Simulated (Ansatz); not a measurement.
# Nudged elastic band run: AlClFH3O

Input file:

```yaml
crystal:
  periodic: [false, false, false]
  atoms:
    - { symbol: Al, position_ang: [-0.027182, -0.273736, 0.154477] }
    - { symbol: H, position_ang: [-0.27096, -0.659206, 1.672596] }
    - { symbol: O, position_ang: [1.556729, -0.510932, -0.463172] }
    - { symbol: H, position_ang: [1.771514, -0.406294, -1.402968] }
    - { symbol: F, position_ang: [-1.322769, -0.103657, -0.909273] }
    - { symbol: Cl, position_ang: [0.048122, 2.35283, 0.797387] }
    - { symbol: H, position_ang: [0.323746, 2.029493, 2.029053] }
basis:
  gaussian: { orbitals: def2-SVP }
hamiltonian:
  xc: pbe
  dispersion: d4
neb:
  order_check: false
  images: 9
  f_tol: 0.05
  max_iterations: 60
  final_atoms:
    - { symbol: Al, position_ang: [0.0915684, 0.6412432, -0.21221243] }
    - { symbol: H, position_ang: [-0.00249722, -0.24850015, 1.869577] }
    - { symbol: O, position_ang: [1.59642147, -0.06323614, -0.58553448] }
    - { symbol: H, position_ang: [1.67816808, -0.94563098, -0.97759013] }
    - { symbol: F, position_ang: [-1.35029834, -0.14927469, -0.52391554] }
    - { symbol: Cl, position_ang: [0.05110519, 2.67949543, 0.29547192] }
    - { symbol: H, position_ang: [0.01473243, 0.51440133, 2.01230366] }
  initial_path:
    images:
      - { positions_ang: [[-0.027182, -0.273736, 0.154477], [-0.27096, -0.659206, 1.672596], [1.556729, -0.510932, -0.463172], [1.771514, -0.406294, -1.402968], [-1.322769, -0.103657, -0.909273], [0.048122, 2.35283, 0.797387], [0.323746, 2.029493, 2.029053]] }
      - { positions_ang: [[-0.02025864, -0.22112564, 0.12477483], [-0.21670678, -0.52191688, 1.72119206], [1.55578021, -0.40872433, -0.54627039], [1.79119495, -0.5148316, -1.32508647], [-1.34874593, -0.09382233, -0.89617583], [0.05324259, 2.3631977, 0.78915139], [0.2646936, 1.82572108, 2.01051441]] }
      - { positions_ang: [[-0.01333528, -0.16851528, 0.09507265], [-0.16245356, -0.38462777, 1.76978812], [1.55483141, -0.30651666, -0.62936878], [1.81087591, -0.6233692, -1.24720494], [-1.37472285, -0.08398766, -0.88307865], [0.05836318, 2.3735654, 0.78091578], [0.2056412, 1.62194917, 1.99197582]] }
      - { positions_ang: [[-0.00641192, -0.11590492, 0.06537048], [-0.10820034, -0.24733865, 1.81838418], [1.55388262, -0.20430899, -0.71246717], [1.83055686, -0.73190681, -1.16932341], [-1.40069978, -0.07415299, -0.86998148], [0.06348377, 2.3839331, 0.77268016], [0.1465888, 1.41817725, 1.97343723]] }
      - { positions_ang: [[0.00051144, -0.06329455, 0.03566831], [-0.05394712, -0.11004954, 1.86698024], [1.55293383, -0.10210131, -0.79556556], [1.85023781, -0.84044441, -1.09144188], [-1.42667671, -0.06431832, -0.85688431], [0.06860436, 2.3943008, 0.76444455], [0.0875364, 1.21440534, 1.95489864]] }
      - { positions_ang: [[0.0074348, -0.01068419, 0.00596614], [0.0003061, 0.02723958, 1.9155763], [1.55198503, 0.00010636, -0.87866394], [1.86991877, -0.94898201, -1.01356034], [-1.45265364, -0.05448365, -0.84378714], [0.07372495, 2.4046685, 0.75620894], [0.028484, 1.01063342, 1.93636005]] }
      - { positions_ang: [[0.02426152, 0.11970129, -0.03766958], [-0.00025456, -0.02790837, 1.90637644], [1.56087232, -0.01256214, -0.82003805], [1.83156863, -0.94831181, -1.0063663], [-1.43218258, -0.07344186, -0.77981282], [0.06920099, 2.45963389, 0.66406154], [0.02573368, 0.911387, 1.95154877]] }
      - { positions_ang: [[0.04108824, 0.25008677, -0.08130529], [-0.00081523, -0.08305631, 1.89717658], [1.56975961, -0.02523064, -0.76141216], [1.79321849, -0.9476416, -0.99917226], [-1.41171152, -0.09240007, -0.7158385], [0.06467704, 2.51459927, 0.57191413], [0.02298337, 0.81214058, 1.96673749]] }
      - { positions_ang: [[0.05791496, 0.38047224, -0.124941], [-0.00137589, -0.13820426, 1.88797672], [1.57864689, -0.03789914, -0.70278627], [1.75486835, -0.94697139, -0.99197822], [-1.39124046, -0.11135827, -0.65186418], [0.06015309, 2.56956466, 0.47976673], [0.02023306, 0.71289416, 1.98192621]] }
      - { positions_ang: [[0.07474168, 0.51085772, -0.16857671], [-0.00193656, -0.19335221, 1.87877686], [1.58753418, -0.05056764, -0.64416037], [1.71651822, -0.94630119, -0.98478417], [-1.3707694, -0.13031648, -0.58788986], [0.05562914, 2.62453005, 0.38761932], [0.01748275, 0.61364775, 1.99711494]] }
      - { positions_ang: [[0.0915684, 0.6412432, -0.21221243], [-0.00249722, -0.24850015, 1.869577], [1.59642147, -0.06323614, -0.58553448], [1.67816808, -0.94563098, -0.97759013], [-1.35029834, -0.14927469, -0.52391554], [0.05110519, 2.67949543, 0.29547192], [0.01473243, 0.51440133, 2.01230366]] }
```

Command:

```bash
$ ansatz run input.yaml --threads 1 --pin off --max-ram 2048MiB --backend cpu --events-out ev --progress --plain --runs-dir out
```

Output, in part (warnings, iteration lines, the closing report on the highest movable image, with atoms numbered from 0):

```
NEB end point (image 0): max|allowed force component| = 2.095e-2 eV/Å (the criterion of neb.relax_end_points is 1.000e-2)
NEB end point (image 10): max|allowed force component| = 2.653e-2 eV/Å (the criterion of neb.relax_end_points is 1.000e-2)
NEB iter   1: max|band force component| = 2.255e1 eV/Å  barrier→ = 2.7790 eV  barrier← = 3.9093 eV  Δτ_max = 0.2000 Å  (283 SCF iters)
NEB iter   2: max|band force component| = 1.488e0 eV/Å  barrier→ = 0.3207 eV  barrier← = 1.4510 eV  Δτ_max = 0.2000 Å  (293 SCF iters)
NEB iter   3: max|band force component| = 3.303e0 eV/Å  barrier→ = 0.5479 eV  barrier← = 1.6783 eV  Δτ_max = 0.0997 Å  (289 SCF iters)
NEB iter   4: max|band force component| = 8.313e-1 eV/Å  barrier→ = 0.1512 eV  barrier← = 1.2816 eV  Δτ_max = 0.1339 Å  (253 SCF iters)
NEB iter   5: max|band force component| = 6.794e-1 eV/Å  barrier→ = 0.1817 eV  barrier← = 1.3120 eV  Δτ_max = 0.1362 Å  (246 SCF iters)
NEB iter   6: max|band force component| = 5.492e-1 eV/Å  barrier→ = 0.1483 eV  barrier← = 1.2786 eV  Δτ_max = 0.0912 Å  (245 SCF iters)
NEB iter   7: max|band force component| = 4.121e-1 eV/Å  barrier→ = 0.1373 eV  barrier← = 1.2677 eV  CI = image 5  Δτ_max = 0.1469 Å  (247 SCF iters)
NEB iter   8: max|band force component| = 6.128e-1 eV/Å  barrier→ = 0.1178 eV  barrier← = 1.2482 eV  CI = image 5  Δτ_max = 0.0672 Å  (256 SCF iters)
NEB iter   9: max|band force component| = 4.096e-1 eV/Å  barrier→ = 0.1085 eV  barrier← = 1.2389 eV  CI = image 5  Δτ_max = 0.0746 Å  (245 SCF iters)
NEB iter  10: max|band force component| = 2.320e-1 eV/Å  barrier→ = 0.0969 eV  barrier← = 1.2273 eV  CI = image 5  Δτ_max = 0.0761 Å  (247 SCF iters)
NEB iter  11: max|band force component| = 2.437e-1 eV/Å  barrier→ = 0.0913 eV  barrier← = 1.2217 eV  CI = image 5  Δτ_max = 0.0385 Å  (245 SCF iters)
NEB iter  12: max|band force component| = 1.617e-1 eV/Å  barrier→ = 0.0891 eV  barrier← = 1.2195 eV  CI = image 5  Δτ_max = 0.0381 Å  (244 SCF iters)
NEB iter  13: max|band force component| = 1.693e-1 eV/Å  barrier→ = 0.0878 eV  barrier← = 1.2181 eV  CI = image 5  Δτ_max = 0.0190 Å  (246 SCF iters)
NEB iter  14: max|band force component| = 6.934e-2 eV/Å  barrier→ = 0.0873 eV  barrier← = 1.2176 eV  CI = image 5  Δτ_max = 0.0376 Å  (249 SCF iters)
NEB iter  15: max|band force component| = 1.824e-1 eV/Å  barrier→ = 0.0868 eV  barrier← = 1.2171 eV  CI = image 5  Δτ_max = 0.0191 Å  (249 SCF iters)
NEB iter  16: max|band force component| = 3.252e-2 eV/Å  barrier→ = 0.0866 eV  barrier← = 1.2169 eV  CI = image 5  Δτ_max = 0.0000 Å  (483 SCF iters)
Total energy: -23912.28769219 eV, -878.7603643572 hartree
Atom 0 at     0.054630    -0.000757     0.153530 Å, force     0.010920    -0.020314    -0.013517 eV/Å
Atom 1 at    -0.075089    -0.089172     1.787573 Å, force     0.000605     0.000294     0.000305 eV/Å
Atom 2 at     1.590630    -0.455768    -0.441671 Å, force    -0.023566     0.004113    -0.010869 eV/Å
Atom 3 at     1.772585    -0.557726    -1.388921 Å, force     0.006474    -0.000300     0.012982 eV/Å
Atom 4 at    -1.365435    -0.162640    -0.726130 Å, force     0.006340     0.002053     0.004008 eV/Å
Atom 5 at     0.099676     2.401096     0.813066 Å, force    -0.000363     0.025957    -0.009417 eV/Å
Atom 6 at     0.002204     1.293465     1.680653 Å, force    -0.000410    -0.011803     0.016508 eV/Å
Dipole moment:     0.161668     0.119769     0.023818 e Å
```

The run converged. A vibrational analysis at the climbing image gives one clearly imaginary mode, 318i cm⁻¹: a first-order saddle point. The orbitals stay closed-shell, which can raise the energy where a bond breaks towards radicals; this wasn't checked here.

Final band (atoms are numbered from 1 in the order of the input):

```csv
image,path coordinate (Å),energy (kcal/mol),Al1–H2 (Å),Cl6–H7 (Å),H2–H7 (Å)
0,0.00,0.0,1.59,1.30,2.78
1,0.26,0.0,1.59,1.30,2.65
2,0.52,0.3,1.59,1.30,2.33
3,0.78,0.8,1.60,1.31,2.00
4,1.05,1.4,1.61,1.34,1.69
5,1.31,2.0,1.64,1.41,1.39
6,1.66,-3.5,1.75,1.68,1.02
7,2.01,-16.9,1.94,2.03,0.82
8,2.37,-23.5,2.11,2.38,0.79
9,2.72,-25.5,2.21,2.63,0.78
10,3.07,-26.1,2.27,2.76,0.78
```

Run time: 4.6 min on 1 thread of Intel(R) Xeon(R) Platinum 8175M CPU @ 2.50GHz (Skylake/Cascade Lake), with other jobs on the host, peak memory 0.16 GiB.
